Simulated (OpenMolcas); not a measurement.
# Lu+: from CASSCF to CASPT2

- Program: OpenMolcas
- Basis: ANO-RCC-VQZP [9s8p6d4f3g2h]
- Scalar Hamiltonian: DKH2, point nucleus
- Active space: 2 electrons in 6 orbitals (5d 6s)
- State averaging: 2S+1 = 1 even, 20 roots; 2S+1 = 3 even, 15 roots kept (CI in the orbitals of an earlier block)
- Spin-orbit coupling: RASSI with atomic mean-field integrals over the reference wave functions, term energies averaged over their components

Methods on the same reference wave functions:
A. CASSCF
B. SS-CASPT2, IPEA 0.25 Eh, imaginary shift 0.1 Eh (closed shells correlated: 5s 5p)
C. MS-CASPT2, IPEA 0.25 Eh, imaginary shift 0.1 Eh (closed shells correlated: 5s 5p)

Energies in cm⁻¹ above 6s² ¹S₀, the measured ground level; measured values from NIST Handbook of Basic Atomic Spectroscopic Data.

| Level | A | B | C | Measured |
| --- | --- | --- | --- | --- |
| 6s² ¹S₀ | 0.0 | 0.0 | 0.0 | 0.0 |
| 5d 6s ³D₁ | 8769 | 11240 | 11240 | 11796 |
| 5d 6s ³D₂ | 9549 | 11930 | 11850 | 12435 |
| 5d 6s ³D₃ | 11263 | 13730 | 13730 | 14199 |
| 5d 6s ¹D₂ | 15683 | 16400 | 15950 | 17333 |
| 5d² ³F₂ | 25735 | 28530 | 28500 | 29407 |
| 5d² ³F₃ | 27359 | 30320 | 30320 | 30889 |
| 5d² ³F₄ | 29232 | 32150 | 32150 | 32504 |
| 5d² ³P₀ | 34090 | 36070 | 36070 | 35652 |
| 5d² ³P₁ | 34582 | 36560 | 36560 | 36557 |
| 5d² ³P₂ | 34998 | 38140 | 38300 | 38575 |
| 5d² ¹G₄ | 37452 | 38400 | 38400 |  |
| 5d² ¹D₂ [72 %] | 38454 | 34590 | 34990 |  |

Deviations, from unrounded energies. A percentage is the sum of absolute deviations over the sum of measured energies, with the sign that they share, or ± where signs differ.

```
           Against measurement  Levels      A     B     C
mean absolute deviation (cm-1)      10   2800   510   550
      other configurations (%)      10  -10.8  ±2.0  ±2.1
```

B lies closest to measurement on these levels and A furthest from it. The largest miss of B in the table is 5d 6s ¹D₂, by -930 cm-1. The ranking rests on the paired levels alone, and a cruder setting can come out closer through cancelling errors.

Between B and C the level of the table that moves most is 5d 6s ¹D₂, by 450 cm-1 (lowest in C, highest in B). Moves below CASPT2's spread within the term are not significant.

The mean deviations of B to C differ by less than CASPT2's widest spread within a term (730 cm-1), so their order carries little weight.

The lowest spin-free term lies below A's lowest term by 0.230 hartree in B, 0.230 hartree in C.

CASPT2 breaks the degeneracy within a term, and the mean is taken; among the terms shown or strongly mixed into the levels shown the widest spread is 730 cm-1 (5d² ¹G, C). Terms from blocks run as CI alone lack orbitals of their own. A single d shell beside an s shell can misplace configurations of different d count against each other. Without dynamic correlation excited terms often stand tens of per cent too high (terms of higher spin than the ground term too low), and those without a measured partner can miss by more than the paired ones (holds for A). Measured partners are found by configuration, term and J. A level has none where our copy of the source lacks it or the pairing is in doubt (some pairs that miss far off the trend of their configuration count as doubtful), and it then counts in no deviation. Levels of configurations outside the active space are missing.

A share in square brackets marks a mixed level and gives the weight of the term that names it, the lowest over the columns.
